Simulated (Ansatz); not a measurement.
Input and output for FH7OSi3, SMILES `F[SiH]([SiH3])O[SiH3]`.

```yaml
crystal:
  periodic: [false, false, false]
  atoms:
    - {symbol: F, position_ang: [-1.916519, -1.306994, -0.799329]}
    - {symbol: Si, position_ang: [-1.333811, -0.189172, -0.014886]}
    - {symbol: Si, position_ang: [-0.311136, 1.388263, -1.519497]}
    - {symbol: O, position_ang: [-0.128316, -0.610657, 1.062223]}
    - {symbol: Si, position_ang: [1.117917, -0.948393, 1.634252]}
    - {symbol: H, position_ang: [-2.567673, 0.550631, 0.535278]}
    - {symbol: H, position_ang: [0.411925, 2.532912, -0.890671]}
    - {symbol: H, position_ang: [-1.169162, 1.798476, -2.633494]}
    - {symbol: H, position_ang: [0.870989, 0.568325, -2.252851]}
    - {symbol: H, position_ang: [1.593973, -0.640183, 2.975130]}
    - {symbol: H, position_ang: [2.167954, -0.450869, 0.714619]}
    - {symbol: H, position_ang: [1.259310, -2.587346, 1.375638]}
basis:
  gaussian: {orbitals: ANO-RCC-VTZP}
hamiltonian: {xc: {name: wB97}}
output: {forces: true}
```

```sh
$ ansatz run in.yaml --threads 4 --pin off --events-out ev --progress --plain --max-ram 10444MiB
```

Shortened log:

```
Functional definition: wB97
1869 factors; their error is unknown
695 factors; integrals over basis functions are off by at most 4.3e-5 eV
mean field evaluation 1: about -28562.5811 eV, gradient 5.8e1 eV
mean field evaluation 2: about -28562.2577 eV, gradient 6.2e1 eV
mean field evaluation 4: about -28567.8601 eV, gradient 1.5e0 eV
mean field evaluation 8: about -28567.8680 eV, gradient 2.9e-2 eV
mean field evaluation 16: about -28567.8134 eV, gradient 2.7e-5 eV
mean field -28567.81336399 eV, -1049.8477771671 hartree, gradient 6.7e-6 eV, S^2 0.000000; 0 other end points of the search recorded, 0 dependent functions left out
reference -28567.81334644 eV, -1049.8477765224 hartree; 33, 33 occupied and 227, 227 virtual orbitals, 1869 factors
Total energy: -28567.81334644 eV, -1049.8477765224 hartree
Relativity: scalar
Atom 0 at    -1.916519    -1.306994    -0.799329 Å, force    -1.767271    -4.655493    -2.610108 eV/Å
Atom 1 at    -1.333811    -0.189172    -0.014886 Å, force     1.975001     6.262927     2.449950 eV/Å
Atom 2 at    -0.311136     1.388263    -1.519497 Å, force     1.998082    -1.699570    -0.557659 eV/Å
Atom 3 at    -0.128316    -0.610657     1.062223 Å, force   -13.767159     3.780540    -5.209402 eV/Å
Atom 4 at     1.117917    -0.948393     1.634252 Å, force    12.981345    -6.458539     3.207654 eV/Å
Atom 5 at    -2.567673     0.550631     0.535278 Å, force     0.918283    -0.765558     0.379257 eV/Å
Atom 6 at     0.411925     2.532912    -0.890671 Å, force    -0.379581    -0.067038     0.078196 eV/Å
Atom 7 at    -1.169162     1.798476    -2.633494 Å, force    -0.400913     0.242141    -0.031942 eV/Å
Atom 8 at     0.870989     0.568325    -2.252851 Å, force    -1.234202     0.806457     0.801996 eV/Å
Atom 9 at     1.593973    -0.640183     2.975130 Å, force    -0.525836     0.313807     0.630390 eV/Å
Atom 10 at     2.167954    -0.450869     0.714619 Å, force     0.295711     0.331559     0.083375 eV/Å
Atom 11 at     1.259310    -2.587346     1.375638 Å, force    -0.093458     1.908767     0.778292 eV/Å
Dipole moment:    -0.346523     0.303272     0.137314 e Å
```

Hardware: 4 threads of an Arm Neoverse V1 on a shared host. Wall time 24 s, peak host memory 1 GiB.
